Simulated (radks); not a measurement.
Task: All-electron atom: Cr4+ in [Ar] 3d2. All-electron calculation, non-relativistic Kohn-Sham, LDA (Slater exchange, Perdew-Wang correlation), spin-polarised, spherical densities, point nucleus; open shells are filled with parallel spins first. Program: a radial shooting solver on a logarithmic mesh with Libxc functionals. Some entries of the table are withheld. Estimate them.

| orbital | occ. | eigenvalue (eV) | <1/r> (bohr^-1) |
|---|---|---|---|
| 1s up | 1 | -5881.465 | 23.48 |
| 1s down | 1 | -5881.462 | 23.48 |
| 2s up | 1 | -719.9695 | 4.964 |
| 2s down | 1 | -718.8091 | 4.969 |
| 2p up | 3 | -622.0638 | 4.916 |
| 2p down | 3 | -621.1734 | 4.921 |
| 3s up | 1 | -132.0318 | 1.598 |
| 3s down | 1 | -129.5682 | 1.593 |
| 3p up | 3 | (1) | 1.493 |
| 3p down | 3 | (2) | 1.486 |
| 3d up | 2 | -59.5804 | 1.249 |
| 3d down | 0 | -57.2379 | 1.238 |
| 4s up | 0 | -40.6160 | (3) |
| 4s down | 0 | -39.6650 | (4) |
| 4p up | 0 | -33.3315 | (5) |
| 4p down | 0 | -32.5387 | (6) |

Result: 
(1) 3p up eigenvalue (eV): -104.2508
(2) 3p down eigenvalue (eV): -101.8393
(3) 4s up <1/r> (bohr^-1): 0.6143
(4) 4s down <1/r> (bohr^-1): 0.6045
(5) 4p up <1/r> (bohr^-1): 0.5559
(6) 4p down <1/r> (bohr^-1): 0.5452
